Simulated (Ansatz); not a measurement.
One change: `C/C=C\BN` becomes `C/C=C/CCl`.

Ansatz, PBE0-D4/def2-TZVP geometries, multiplicity 1. Each molecule was computed in one conformer, which needn't be the lowest.

```csv
property,`C/C=C\BN`
HOMO energy (B3LYP/def2-TZVPP) / eV,-6.85
HOMO energy (PBE0/def2-TZVPP) / eV,-7.08
LUMO energy (PBE0/def2-TZVPP) / eV,-0.52
LUMO energy (PBE/def2-TZVPP) / eV,-1.46
HOMO energy (PBE/def2-TZVPP) / eV,-5.97
size of the dipole moment (PBE/def2-TZVPP) / D,1.07
```

Task: What does the change do to each property? (Best estimate.)

Result: Computed: 
| property | `C/C=C/CCl` | shift |
| --- | --- | --- |
| HOMO energy (B3LYP/def2-TZVPP) / eV | -7.23 | -0.38 |
| HOMO energy (PBE0/def2-TZVPP) / eV | -7.45 | -0.37 |
| LUMO energy (PBE0/def2-TZVPP) / eV | -0.17 | 0.35 |
| LUMO energy (PBE/def2-TZVPP) / eV | -1.21 | 0.25 |
| HOMO energy (PBE/def2-TZVPP) / eV | -6.33 | -0.36 |
| size of the dipole moment (PBE/def2-TZVPP) / D | 2.31 | 1.24 |

With PBE0 the HOMO falls by 0.37 eV and the LUMO rises by 0.35 eV, so the gap widens by about 0.72 eV. PBE moves the HOMO by -0.36 eV and ωB97M-V by -0.38 eV. The zero-point energy changes by -30.3 kJ/mol with -3 modes. Dipoles are sizes alone; their direction can turn.

B3LYP here is the variant with VWN-RPA as its local correlation; programs differ in this.
